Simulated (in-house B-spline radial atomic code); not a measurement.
## RPA and G0W0 on PBE: the cerium ion Ce⁷⁺

Configuration [Kr] 4d10 5s2 5p3, highest spin, mean-field start PBE. Computed with an all-electron radial atomic-structure program (B-spline basis): all electrons, scalar-relativistic (spin-free one-electron X2C), finite nucleus, each spin shell either full or empty, empty states to l = 9 with an (l + 1/2)⁻⁴ tail; G0W0 by contour deformation at full frequency.

Spin-orbit coupling, left out, splits p levels strongly here.

Command:
```bash
python run_gw.py task.json out
```
Settings (radii: box in bohr, nucleus in fm):
```
Z                        58
electrons                51
configuration            [Kr] 4d10 5s2 5p3
hamiltonian              x2c
method                   pbe,pbe
lmax                     9
rms_radius               4.8771
spin_polarised           True
box_radius               8.41
intervals                66
```

Run time, properties included: 9.2 s on 1 thread of Arm Neoverse N1, with other jobs on the host.

Energies (hartree):

```tsv
term	value
mean-field total	-8847.83565
Hartree-Fock functional on these orbitals	-8845.19107
direct second order	-4.7801
second-order exchange	1.3077
SOSEX correction	1.223
```

**Question.** What is the RPA correlation energy, and what remains with SOSEX?

**Answer.** RPA gives -4.216 hartree (-2.25 eV per electron); RPA + SOSEX gives -2.993, and the second-order doubles -3.4724 hartree (no singles). SOSEX takes back 29 % of the RPA value.

Quasi-particle levels (eV):

```csv
level,occupied,mean field,Σx - vxc,Σc,QP weight,G0W0
5p up,yes,-102.71,-6.73,?,?,?
5s down,yes,-119.57,-3.79,-3.43,0.961,-126.79
5p down,no,-98.93,8.99,-3.69,0.809,-93.64
```

G0W0 = mean field + (Σx - vxc) + Σc, with Σc (partial-wave tail included) taken at the quasi-particle energy. Only the outer levels were computed. Levels of low weight are left out.

**Question.** Where does G0W0 put 5p up?

**Answer.** At -109.51 eV, with Σc = -0.07 eV and a quasi-particle weight of 0.643. The tabulated removal energy is 106 ± 2.1 eV (NIST, tabulated theory); the calculation leaves out spin-orbit coupling, Breit and QED terms, and what these don't explain is the method's own error.
